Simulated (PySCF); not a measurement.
Stepwise substitution at one centre (B H-SH). All species are isolated molecules in the gas phase. One relaxed conformer stands for each flexible species; it need not be the lowest. Strings in code marks are SMILES.

The LUMO from two functionals at the same geometries (B3LYP-D3(BJ)/def2-TZVP), both in PySCF: PBE-D3(BJ)/def2-TZVP and B3LYP-D3(BJ)/def2-TZVP. B3LYP has the VWN-RPA correlation part, as in Gaussian. 

```json
[
 {"species": "0 of 3 H replaced by SH (`B`)", "PBE-D3(BJ)/def2-TZVP (eV)": "-3.05"},
 {"species": "1 of 3 H replaced by SH (`SB`)", "PBE-D3(BJ)/def2-TZVP (eV)": "-2.28"},
 {"species": "2 of 3 H replaced by SH (`SBS` (H–S–B–S torsion 0°, S–B–S–H torsion 0°))", "PBE-D3(BJ)/def2-TZVP (eV)": "-1.85"},
 {"species": "3 of 3 H replaced by SH (`B(S)(S)S`)", "PBE-D3(BJ)/def2-TZVP (eV)": "-1.61"}
]
```

What does B3LYP-D3(BJ)/def2-TZVP give for each?


- 0 of 3 H replaced by SH (`B`): -2.22
- 1 of 3 H replaced by SH (`SB`): -1.51
- 2 of 3 H replaced by SH (`SBS` (H–S–B–S torsion 0°, S–B–S–H torsion 0°)): -1.11
- 3 of 3 H replaced by SH (`B(S)(S)S`): -0.92
Over these rows, drawn at random from the members with no instability flagged (it was tested for open shells, ions and some series alone), PBE minus B3LYP-D3(BJ): mean -0.75 eV, from -0.82 eV to -0.69 eV.
